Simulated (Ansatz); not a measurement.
`C[SiH](C)CCl` and `C[SiH](C)[AlH][NH2]` differ in one atom or group.

Ansatz, PBE0-D4/def2-TZVP geometries, multiplicity 1. Each molecule was computed in one conformer, which needn't be the lowest.

```
                                      property  `C[SiH](C)CCl`
         LUMO energy (ωB97M-V/def2-TZVPP) / eV            2.29
             LUMO energy (PBE/def2-TZVPP) / eV           -0.56
           HOMO energy (B3LYP/def2-TZVPP) / eV           -7.62
size of the dipole moment (PBE/def2-TZVPP) / D            1.27
           LUMO energy (B3LYP/def2-TZVPP) / eV            0.21
           HOMO–LUMO gap (PBE/def2-TZVPP) / eV            5.96
```

**Question.** Give the same properties after the change, and the shifts. (An estimate is asked.)

**Answer.** Ansatz gave: 
| property | `C[SiH](C)[AlH][NH2]` | shift |
| --- | --- | --- |
| LUMO energy (ωB97M-V/def2-TZVPP) / eV | 0.67 | -1.62 |
| LUMO energy (PBE/def2-TZVPP) / eV | -1.67 | -1.11 |
| HOMO energy (B3LYP/def2-TZVPP) / eV | -6.73 | 0.89 |
| size of the dipole moment (PBE/def2-TZVPP) / D | 1.47 | 0.20 |
| LUMO energy (B3LYP/def2-TZVPP) / eV | -1.11 | -1.32 |
| HOMO–LUMO gap (PBE/def2-TZVPP) / eV | 4.14 | -1.82 |

With PBE0 the HOMO rises by 0.94 eV and the LUMO falls by 1.41 eV, so the gap narrows by about 2.35 eV. PBE moves the HOMO by 0.69 eV and ωB97M-V by 1.18 eV. Dipoles are sizes alone; their direction can turn.

B3LYP here is the variant with VWN-RPA as its local correlation; programs differ in this.
